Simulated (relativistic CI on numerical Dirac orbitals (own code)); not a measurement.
**Tm2+ (4f13) in a crystal field**

Calculated by Dirac-Coulomb-Breit CI, KLI orbitals optimised for each configuration, model QED (radiative potential, 1s self-energy scaled to tabulated hydrogen-like ionisation energies), valence Slater integrals scaled by 0.8, one configuration in a parametric crystal field (own radial code).

Field parameters in Wybourne normalisation; cubic f-shell fields have B⁴₄ = √(5/14) B⁴₀ and B⁶₄ = −√(7/2) B⁶₀. The field is a parameter set, without covalency.

S is read from ⟨S²⟩ = S(S + 1).

Levels (cm⁻¹, degeneracy): 0 (2), 242 (4), 420 (2), 8799 (4), 9069 (2).

Problem. Which field gives this pattern?
A. Oh, B40 = 960, B60 = 230 cm⁻¹
B. Oh, B40 = 1760, B60 = 120 cm⁻¹
C. Oh, B40 = -570, B60 = -530 cm⁻¹
D. Oh, B40 = -750, B60 = -80 cm⁻¹

Solution. A. Oh, B40 = 960, B60 = 230 cm⁻¹, ground level with S = 0.50.
